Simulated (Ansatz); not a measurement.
Job for Ansatz (a quantum-chemistry and plane-wave program): R-B3LYP/def2-TZVPP on N2 (SMILES N#N).

Ansatz 0.2 input:
```yaml
crystal:
  periodic: [false, false, false]
  atoms:
    - {symbol: N, position_ang: [0.00000000, -0.00000000, 0.54545039]}
    - {symbol: N, position_ang: [-0.00000000, 0.00000000, -0.54545039]}
basis:
  gaussian:
    orbitals: def2-TZVPP
hamiltonian:
  xc: {name: B3LYP}
scf: {lower_state_search: off}
```

Output:

```
WARN ansatz: RAYON_NUM_THREADS=4 ignored (pool sized by the plan → 4); use --threads N
Functional definition: B3LYP
these checks for a lower state are left out or cut short: stability, starts, cluster_reference, orbital_swaps, neighbouring_geometries, increment
integrals: 0.01 GiB planned
310 factors; their error is unknown
mean field: 0.11 GiB planned
mean field evaluation 1: about -2980.3882 eV, gradient 2.6e1 eV
mean field evaluation 2: about -2980.9142 eV, gradient 1.9e1 eV
mean field evaluation 4: about -2981.6282 eV, gradient 7.8e-2 eV
mean field evaluation 8: about -2981.6401 eV, gradient 1.2e-3 eV
mean field -2981.64009155 eV, -109.5732523363 hartree, gradient 2.2e-6 eV, S^2 0.000000; 0 other end points of the search recorded, 0 dependent functions left out
reference -2981.64025210 eV, -109.5732582363 hartree; 7, 7 occupied and 55, 55 virtual orbitals, 310 factors
Total energy: -2981.64025210 eV, -109.5732582363 hartree
Checks for a lower state left out: stability, starts, cluster_reference, orbital_swaps, neighbouring_geometries, increment
```

Self-consistency was reached.

Cost: around 0.3 core-seconds (rough).
